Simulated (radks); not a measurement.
Q: These are the eigenvalues of the occupied orbitals of an atom or ion with whole-number occupations (hartree). Calculated with a radial shooting solver on a logarithmic mesh with Libxc functionals: scalar-relativistic Kohn-Sham, LB94 model potential, spin-polarised, spherical densities, finite nucleus; Fermi nuclear charge, rms radius of each element as measured or else 0.836 A^(1/3) + 0.57 fm.

orbital  eigenvalue
1s        -3156.608
2s        -563.8659
2p        -485.5636
3s        -135.9167
3p        -113.3633
3d        -89.90671
4s        -31.39554
4p        -24.03351
4d        -15.36456
5s         -6.23777
4f         -5.76015
5p         -4.19336
5d         -1.93776

Which element is it, and in what charge state? The configuration may be excited. Open shells, if any, are filled with parallel spins first.

A: Z = 81, thallium, charge +3: Tl3+ in [Xe] 4f14 5d10. The list shows which subshells hold electrons but not how many an open one holds; the 1s level, -3156.6 hartree, gives Z - s = 79.5 by -(Z - s)^2/2, which with screening and relativity narrows Z to a few neighbours, and the depths of the outer levels then fix element, charge and occupations together.
